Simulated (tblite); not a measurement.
Compound: C5H7Cl3Si.
Numbering: `[CH2:1]=[C:2]([SiH3:3])[C:4](=[CH2:5])[C:6]([Cl:7])([Cl:8])[Cl:9]` (hydrogens: H10, H11 on C1; H12, H13, H14 on Si3; H15, H16 on C5)

Computed with GFN2-xTB (tblite), gas phase: L-BFGS steps from a force-field or distance-geometry start until the largest atomic force falls under 0.01 eV/Å.

At the end of the run (lengths in Å): C6–Cl8 1.772, C4–C6 1.498, C4=C5 1.327, Si3–H14 1.464, C1–H10 1.077, C2–Si3 1.900, Si3–H13 1.462, C2–C4–C5 122.2°, C2–C4–C6 115.6°, C4–C6–Cl7 110.5°, Si3–C2–C4 119.2°, C1–C2–C4–C5 62°, C2–C4–C6–Cl7 39°, H12–Si3–C2–C1 104°.

Task: These geometries were met on the way; a selection of coordinates is given. Order them by energy above the end point, lowest first.
A. C6–Cl8 1.818, C4–C6 1.541, C4=C5 1.364, Si3–H14 1.491, C1–H10 1.100, C2–Si3 1.877, Si3–H13 1.483, C2–C4–C5 116.4°, C2–C4–C6 120.0°, C4–C6–Cl7 113.4°, Si3–C2–C4 116.6°, C1–C2–C4–C5 73°, C2–C4–C6–Cl7 24°, H12–Si3–C2–C1 115°
B. C6–Cl8 1.795, C4–C6 1.526, C4=C5 1.327, Si3–H14 1.466, C1–H10 1.074, C2–Si3 1.909, Si3–H13 1.470, C2–C4–C5 117.9°, C2–C4–C6 118.7°, C4–C6–Cl7 113.9°, Si3–C2–C4 116.8°, C1–C2–C4–C5 72°, C2–C4–C6–Cl7 24°, H12–Si3–C2–C1 116°
C. C6–Cl8 1.773, C4–C6 1.501, C4=C5 1.326, Si3–H14 1.464, C1–H10 1.076, C2–Si3 1.898, Si3–H13 1.465, C2–C4–C5 122.7°, C2–C4–C6 116.0°, C4–C6–Cl7 111.6°, Si3–C2–C4 117.0°, C1–C2–C4–C5 74°, C2–C4–C6–Cl7 26°, H12–Si3–C2–C1 113°
D. C6–Cl8 1.772, C4–C6 1.500, C4=C5 1.329, Si3–H14 1.462, C1–H10 1.078, C2–Si3 1.897, Si3–H13 1.463, C2–C4–C5 119.7°, C2–C4–C6 118.8°, C4–C6–Cl7 112.8°, Si3–C2–C4 117.8°, C1–C2–C4–C5 72°, C2–C4–C6–Cl7 24°, H12–Si3–C2–C1 117°
E. C6–Cl8 1.775, C4–C6 1.498, C4=C5 1.327, Si3–H14 1.460, C1–H10 1.078, C2–Si3 1.899, Si3–H13 1.462, C2–C4–C5 120.3°, C2–C4–C6 118.2°, C4–C6–Cl7 111.3°, Si3–C2–C4 117.9°, C1–C2–C4–C5 72°, C2–C4–C6–Cl7 24°, H12–Si3–C2–C1 117°

Result: C (0.021 eV), E (0.035 eV), D (0.059 eV), B (0.104 eV), A (0.220 eV).

```tsv
step	E above end (eV)	rms distance from the end, all atoms (Å)	largest force (eV/Å)	rms shift of all bonds from the end (Å)
32	0.021	0.225	0.044	0.002
12	0.035	0.254	0.128	0.002
5	0.059	0.261	0.238	0.003
2	0.104	0.266	0.477	0.012
0	0.220	0.269	1.606	0.024
```

Rows stand in the order of the answer.
